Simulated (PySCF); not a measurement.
C6H19NSi2, SMILES C[Si](C)(C)N[Si](C)(C)C. Geometry optimised at B3LYP-D3(BJ)/def2-SVP. The values are those of a single conformer.

### Question
Give the equilibrium geometry at B3LYP-D3(BJ)/def2-SVP (PySCF confirms it by a frequency run) as Cartesian coordinates in Å, and its point group. (The exact figures need the calculation; the answer reports its results.)

### Answer
One answer among several that fit: point group C2.
```xyz
28

C     -1.7155    -2.0966    -0.4917
Si     0.0086    -1.5922     0.0869
C      0.6104    -2.8139     1.3899
C      1.1697    -1.5968    -1.3994
N      0.0000     0.0000     0.8162
Si    -0.0086     1.5922     0.0869
C     -1.1697     1.5968    -1.3994
C      1.7155     2.0966    -0.4917
C     -0.6104     2.8139     1.3899
H     -2.4278    -2.0920     0.3498
H     -2.0947    -1.3953    -1.2525
H     -1.7160    -3.1074    -0.9331
H      1.6276    -2.5626     1.7319
H     -0.0536    -2.8168     2.2708
H      0.6309    -3.8406     0.9889
H      1.1946    -2.5908    -1.8758
H      2.1964    -1.3348    -1.0976
H      0.8494    -0.8725    -2.1657
H      0.0000     0.0000     1.8334
H     -1.1946     2.5908    -1.8758
H     -2.1964     1.3348    -1.0976
H     -0.8494     0.8725    -2.1657
H      1.7160     3.1074    -0.9331
H      2.4278     2.0920     0.3498
H      2.0947     1.3953    -1.2525
H     -0.6309     3.8406     0.9889
H      0.0536     2.8168     2.2708
H     -1.6276     2.5626     1.7319
```
Charge 0, spin multiplicity 1.
